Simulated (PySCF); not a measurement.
disilanylformaldehyde (CH6OSi2), SMILES O=C[SiH2][SiH3].

The structure is a stationary point at B3LYP-D3(BJ)/def2-SVP. One conformer was computed; it need not be the lowest.

Method: PySCF with CAM-B3LYP/def2-TZVP.

Isolated molecule, no solvent.

Question: Estimate the frontier levels, gap, dipole moment and polarisability. (The exact figures need the calculation; the answer reports its results.)

Answer: 
| Quantity | Result |
|---|---|
| highest occupied level | -8.48 eV |
| lowest empty level | -0.60 eV |
| orbital gap | 7.88 eV |
| dipole moment | 0.479 e·Å |
| quadrupole, principal values (traceless, Buckingham form, about the centre of nuclear charge) | -8.57, 2.82, 5.75 D·Å |
| mean static polarisability | 72.6 bohr³ (10.75 Å³) |
| polarisability, principal values | 64.6, 69.3, 83.8 bohr³ |
